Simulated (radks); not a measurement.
The numbers below are computed, except where a source is named.
Cr+, 23 electrons, occupied as [Ar] 3d4.5 4s0.5 (fractional occupations, a model configuration). Level of theory: scalar-relativistic Kohn-Sham, PBE, spin-polarised, spherical densities, point nucleus; open shells are filled with parallel spins first (a radial shooting solver on a logarithmic mesh with Libxc functionals).

X-ray form factor f0, the Fourier transform of the density (f0(0) = 23):

sin(theta)/lambda (1/angstrom)  f0 (electrons)
0.05                                    22.565
0.1                                     21.414
0.15                                    19.870
0.2                                     18.194
0.25                                    16.534
0.3                                     14.968
0.4                                     12.265
0.5                                     10.224
0.6                                      8.788
0.8                                      7.121
1                                        6.162
1.25                                     5.166
1.5                                      4.220
2                                        2.727
